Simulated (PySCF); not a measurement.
What builds the third ionisation energy along the 5p block

Calculated with PySCF 2.14 from differences of total energies of unrestricted determinants, without spin-orbit coupling. Each column adds one step, in eV (sums use unrounded values): valence MP2, valence CCSD, valence triples, then the next inner shell at CCSD(T) (Sn 4s 4p 4d, Sb 4s 4p 4d, Te 4s 4p 4d, I 4s 4p 4d, Xe 4s 4p 4d). References (NIST) marked * lie between the lowest fine-structure levels; the others compare directly ((s) semi-empirical, (t) theoretical).

| element | UHF | + MP2 | + CCSD | + (T) | + inner shell | sum | reference |
| --- | --- | --- | --- | --- | --- | --- | --- |
| Sn [Kr] 4d10 5s2 → [Kr] 4d10 5s1 (def2-TZVPPD with the def2 core potential (28 electrons), ECP) | 28.541 | 0.683 | 0.257 | 0.000 | 0.819 | 30.300 | 30.506 |
| Sb [Kr] 4d10 5s2 5p1 → [Kr] 4d10 5s2 (def2-TZVPPD with the def2 core potential (28 electrons), ECP) | 24.143 | 0.215 | 0.070 | 0.016 | 0.150 | 24.593 | 25.323 * |
| Te [Kr] 4d10 5s2 5p2 → [Kr] 4d10 5s2 5p1 (def2-TZVPPD with the def2 core potential (28 electrons), ECP) | 26.969 | 0.326 | 0.037 | 0.019 | 0.129 | 27.481 | 27.84 ± 0.04 * |
| I [Kr] 4d10 5s2 5p3 → [Kr] 4d10 5s2 5p2 (def2-TZVPPD with the def2 core potential (28 electrons), ECP) | 29.891 | 0.434 | -0.016 | 0.023 | 0.118 | 30.449 | 29.57 ± 0.025 * |
| Xe [Kr] 4d10 5s2 5p4 → [Kr] 4d10 5s2 5p3 (def2-TZVPPD with the def2 core potential (28 electrons), ECP) | 29.382 | 0.612 | 0.133 | 0.020 | 0.113 | 30.260 | 31.05 ± 0.04 (s) * |

What remains against the references is mostly basis incompleteness and, for starred values, spin-orbit coupling.

These are valence bases, so the inner-shell step is incomplete.
